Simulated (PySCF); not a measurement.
**CoCl and its ions**

PW91; Co def2-TZVPPD, Cl def2-TZVPPD; no relativity (PySCF 2.14). Neutral (UKS): triplet (σ ↑, δ ↑), Re = 2.108 Å, ωe = 400 cm⁻¹, HOMO -4.48 eV, LUMO -4.02 eV.

CoCl⁺ (UKS): quartet (π ↑↑, δ ↑), Re = 2.032 Å, ωe = 461 cm⁻¹. The energies at the minima are -1843.11777 hartree for CoCl and -1842.80668 for CoCl⁺.

(1) Work out the adiabatic ionisation energy, without and with harmonic zero-point energies (1 hartree = 27.2114 eV, 1 eV = 8065.5 cm⁻¹), and the change of the bond length.

CoCl⁻ (UKS): quartet (σ ↑, π ↑, δ ↑), Re = 2.218 Å, ωe = 294 cm⁻¹. The energies at the minima are -1843.11777 hartree for CoCl and -1843.17205 for CoCl⁻.

(2) Work out the adiabatic electron affinity, without and with harmonic zero-point energies (1 hartree = 27.2114 eV, 1 eV = 8065.5 cm⁻¹), and the change of the bond length.

De is left out where the level can put another filling of the metal’s s and d shells below the measured ground configuration, by anything from nothing to about 1 eV. The highest Kohn–Sham level is positive in this anion. Much of that is self-interaction error, but it also means that the finite basis helps to hold the extra electron. The state is the lowest single determinant that the PBE0 search found; with open d or f shells the true ground state can be another one.

Answers

(1) At PW91: 0.31109 hartree = 8.465 eV between the minima; the zero-point term (461.0 − 400.0)/2 cm⁻¹ = +0.004 eV makes it 8.469 eV. Re changes by -7.6 pm against the neutral. More than one orbital changes its filling between the two states.

(2) At PW91: 0.05428 hartree = 1.477 eV between the minima; the zero-point term (400.0 − 294.0)/2 cm⁻¹ = +0.007 eV makes it 1.484 eV. Re changes by +11.0 pm against the neutral. More than one orbital changes its filling between the two states.
